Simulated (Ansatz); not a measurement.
Ideal-gas functions of `C[S][GeH]([F])[F]` at 800 K and 1 bar, from an Ansatz frequency run at PBE0-D4/def2-TZVP.

Molar mass 158.72 g/mol, point group C1 (symmetry number 1), electronic degeneracy 1, moments of inertia 114.424, 268.348, 339.484 u Å². Harmonic wavenumbers (cm⁻¹, unscaled): 34, 116, 121, 207, 216, 248, 448, 693, 701, 718, 733, 738, 976, 987, 1352, 1469, 1476, 2193, 3070, 3161, 3172.

Use S(trans) = R[1.5 ln M + 2.5 ln T − 1.1517]; rotational temperatures θ = 24.2544 K / I; S(rot) = R[ln(√π/σ · √(T³/θAθBθC)) + 1.5]; for each mode x = 1.438777 ν̃/T, S = R[x/(eˣ − 1) − ln(1 − e⁻ˣ)] and H = RT x/(eˣ − 1); 1 cm⁻¹ = 0.0119627 kJ/mol; R = 8.31446 J/(mol·K).

Problem. By hand: the entropy, in J/(mol·K).

Solution. Translation 192.6. Rotation: θ = 0.212, 0.0904, 0.0714 K, giving 128.0. Vibration, mode by mode: 31.55, 21.36, 21.01, 16.58, 16.23, 15.10, 10.33, 7.00, 6.92, 6.74, 6.59, 6.55, 4.63, 4.56, 2.71, 2.30, 2.28, 0.81, 0.22, 0.19, 0.19, in all 183.8. Electronic 0.0. Sum 504.4 J/(mol·K).

Problem. By hand: H − E and G − E in kJ/mol, counted from the electronic energy.

Solution. Zero-point energy ½ × 22829 × 0.0119627 = 136.5; thermal vibration 65.2; translation, rotation and pV give 4 RT = 26.6. H − E = 228.3 kJ/mol, and G − E = 228.3 − 800 × 504.4/1000 = -175.2 kJ/mol.

Vibration gives 36 % of the entropy, 73.9 J/(mol·K) of it from the modes under 150 cm⁻¹: soft modes count most, and the harmonic formula is weakest for them. The sum counts one conformer and one mirror image; others add a mixing term.
